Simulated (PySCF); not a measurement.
All values below come from PBE-D3(BJ)/def2-TZVP // PBE0-D3(BJ)/def2-SVP run with PySCF. Isolated molecules, 0 K electronic values unless said otherwise. Delta-SCF ions had no search for a lower state. Excitations are Tamm–Dancoff values on a coarser integration grid. The basis has no diffuse functions, so Rydberg states are missing or too high.

Reference species (SMILES): `[SiH3]c1cc2cccccc-2c1` (neutral, multiplicity 1).

```yaml
dipole_moment: 2.15 D
vertical ionisation energy (Delta-SCF): 7.39 eV
T1 excitation (TDA): 1.85 eV
```

Changed species: `c1cccc2c([SiH3])ccc-2c1`.

Question: What does the change do to the dipole moment, vertical ionisation energy (Delta-SCF) and T1 excitation (TDA)?

Answer: the dipole moment hardly moves; the vertical ionisation energy (Delta-SCF) hardly moves; the T1 excitation (TDA) rises by 0.10 eV, to 1.95 eV.
